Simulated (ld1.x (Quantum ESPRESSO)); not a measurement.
# Reading a pseudo-wave (Be (Z = 4))

Columns: radius, all-electron u(r) and pseudo u(r) of the 2s shell (level -5.89 eV) of beryllium in the configuration [He] 2s1.5 2p0.5; LDA (PZ), non-relativistic, TM scheme, ld1.x (Quantum ESPRESSO) 7.5.

```csv
r (bohr),all-electron,pseudo
0.180,0.2536,-0.0625
0.360,0.2024,-0.1208
0.540,0.0537,-0.1736
0.720,-0.1116,-0.2280
0.900,-0.2616,-0.2978
1.080,-0.3855,-0.3891
1.260,-0.4814,-0.4814
1.440,-0.5510,-0.5510
1.620,-0.5973,-0.5973
1.800,-0.6239,-0.6239
1.980,-0.6342,-0.6342
2.160,-0.6317,-0.6317
2.340,-0.6193,-0.6193
2.520,-0.5994,-0.5994
2.700,-0.5743,-0.5743
2.880,-0.5455,-0.5455
3.060,-0.5144,-0.5144
3.240,-0.4822,-0.4822
3.420,-0.4496,-0.4496
3.600,-0.4174,-0.4174
3.780,-0.3859,-0.3859
3.960,-0.3555,-0.3555
4.140,-0.3266,-0.3266
4.320,-0.2991,-0.2991
4.500,-0.2734,-0.2734
4.680,-0.2492,-0.2492
```

(1) How many radial nodes do the two functions have?

(2) At about which radius was the pseudo-wave matched?

(3) Is the pseudo-wave norm-conserving?

## Answers

(1) The all-electron 2s function has n − l − 1 = 1; the pseudo-wave has 0, since the states of the same l below it are removed with the core.

(2) 1.30 bohr, where the columns begin to agree (steps of 0.18 bohr).

(3) Yes: the TM scheme keeps the norm inside the radius equal to the all-electron one, which fixes the energy derivative of the logarithmic derivative at the level.
